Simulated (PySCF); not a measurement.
1-fluoro-3-methylidenecyclobutane (C5H7F), SMILES C=C1CC(F)C1. Atoms are numbered in the order given.

```xyz
13

C     -2.4038    -0.0074     0.0000
C     -1.0761    -0.0921     0.0000
C     -0.0159    -0.0584     1.0889
C      0.9744     0.4104     0.0000
F      2.2085    -0.1942     0.0000
C     -0.0159    -0.0584    -1.0889
H     -2.9706     0.0283     0.9349
H     -2.9706     0.0283    -0.9349
H     -0.1796     0.5835     1.9676
H      0.2624    -1.0721     1.4248
H      1.1232     1.5028     0.0000
H      0.2624    -1.0721    -1.4248
H     -0.1796     0.5835    -1.9676
```
Charge 0, spin multiplicity 1.

Coordinates come from a B3LYP-D3(BJ)/def2-SVP optimisation.

These are PySCF with HF/def2-TZVP values and carry that method's errors.

Q: Estimate the frontier levels, gap, dipole moment and polarisability. (Estimate from the structure and the level; the computed values follow.)

A: 
```json
{
  "highest_occupied_level": "-9.78 eV",
  "lowest_empty_level": "3.56 eV",
  "orbital_gap": "13.35 eV",
  "dipole_moment": "1.54 D",
  "quadrupole, principal values (traceless, Buckingham form, about the centre of nuclear charge)": "-6.70, 1.61, 5.09 D·Å",
  "mean_static_polarisability": "56.9 bohr³ (8.43 Å³)",
  "polarisability_principal_values": "44.3, 53.2, 73.2 bohr³"
}
```
